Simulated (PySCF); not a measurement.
The numbers are results of PySCF with PBE-D3(BJ)/def2-TZVP // PBE0-D3(BJ)/def2-SVP, not measurements. Gas-phase values, no solvent. One relaxed conformer stands for a flexible species; it need not be the lowest. Excitations are Tamm–Dancoff values on a coarser integration grid. The basis has no diffuse functions, so Rydberg states are missing or too high.

Reference species (SMILES): `Bc1cc(S)co1` (neutral, multiplicity 1).

- S1 excitation (TDA): 3.20 eV
- LUMO: -2.99 eV
- S1–T1 gap (TDA): 0.32 eV

Changed species: `Bc1coc(S)c1`.

### Question
What does the change do to the S1 excitation (TDA), LUMO and S1–T1 gap (TDA)?

### Answer
the S1 excitation (TDA) rises by 0.32 eV, to 3.52 eV; the LUMO rises by 0.24 eV, to -2.75 eV; the S1–T1 gap (TDA) rises by 0.25 eV, to 0.57 eV.
